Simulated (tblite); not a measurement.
BCl2H4N.
Numbering: `[NH3+:1][BH-:2]([Cl:3])[Cl:4]` (hydrogens: H5, H6, H7 on N1; H8 on B2)

Computed with GFN2-xTB (tblite), gas phase: L-BFGS steps from a force-field or distance-geometry start until the largest atomic force falls under 0.01 eV/Å.

Geometry at step 8:
```
atom  x, y, z in Å
N1     -0.8557   -0.0251   -0.0036
B2      0.7934   -0.0135    0.1540
Cl3     1.2607    1.6262   -0.4890
Cl4     1.3926   -1.3668   -0.9021
H5     -1.1744    0.9423   -0.0918
H6     -1.2726   -0.4500    0.8205
H7     -1.1838   -0.5443   -0.8204
H8      1.0488   -0.1595    1.3079
```

Question: Give the atomic forces at this geometry.

Answer: 
```csv
atom,Fx (eV/Å),Fy (eV/Å),Fz (eV/Å)
N1,-0.241,-0.005,0.063
B2,-0.014,-0.047,0.122
Cl3,-0.008,0.068,0.016
Cl4,-0.095,-0.036,0.030
H5,0.093,-0.002,0.020
H6,-0.051,-0.006,0.063
H7,0.285,-0.014,-0.079
H8,0.032,0.042,-0.234
```

The largest, 0.30 eV/Å, acts on H7; the rms over all components is 0.103 eV/Å. The forces sum to zero within rounding, as they must for an isolated molecule in no field.

Question: Give the force on H7 in Eh/bohr and in nN.

Answer: 0.296 eV/Å ÷ 51.422 = 0.00576 Eh/bohr, and 0.296 eV/Å × 1.602 = 0.47 nN.

Question: How far is this geometry from the end of the optimisation?

Answer: 0.046 eV above it, and 0.363 Å rms away after alignment. The bonds farthest from their final lengths, with half the difference of the two atoms' forces along the bond (positive lengthens):

| bond | now (Å) | final (Å) | force along bond (eV/Å) |
| --- | --- | --- | --- |
| N1–B2 | 1.657 | 1.639 | +0.12 |
| B2–H8 | 1.191 | 1.180 | -0.17 |
| B2–Cl4 | 1.818 | 1.827 | +0.01 |
| B2–Cl3 | 1.822 | 1.827 | +0.07 |
| N1–H5 | 1.022 | 1.019 | -0.05 |
| N1–H6 | 1.017 | 1.019 | -0.04 |

The angle farthest from its final value is B2–N1–H7, 113.5° against 106.6°.

Of the 2 listed bonds off by 0.010 Å or more, this force points towards the final length in 1.

What follows is the cost of the whole relaxation. The run took 0.27 s of wall time on one thread, Arm Neoverse V1 (aarch64), on a shared host.
